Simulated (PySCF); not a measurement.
Cl3Re, neutral, multiplicity 5. Atoms are numbered in the order given.

```xyz
4

Re     0.0000     0.0000    -0.1145
Cl     0.0000     1.6632     1.4513
Cl     0.0000     0.0000    -2.3976
Cl     0.0000    -1.6632     1.4513
```
Charge 0, spin multiplicity 5.

Geometry: PBE-D3(BJ)/def2-SVP. The spin state was assumed, not searched. The def2 effective core potentials stand for the cores of Re; spin–orbit coupling is left out.

Level of theory: PBE/def2-TZVPD (PySCF).

The molecule is in vacuum.

Computed frontier levels, dipole moment and polarisability:
```
Quantity                                                                                                        Result
---------------------------------------------------------------------------------------------  -----------------------
α spin, highest occupied and lowest empty level                                                     -5.68 and -4.58 eV
β spin, highest occupied and lowest empty level                                                     -7.87 and -4.86 eV
dipole moment                                                                                                   0.83 D
quadrupole, principal values (traceless, Buckingham form, about the centre of nuclear charge)   -3.72, -0.78, 4.50 D·Å
mean static polarisability                                                                       90.5 bohr³ (13.41 Å³)
polarisability, principal values                                                               60.7, 92.7, 118.1 bohr³
⟨S²⟩                                                                                           6.018 (pure state 6.00)
```
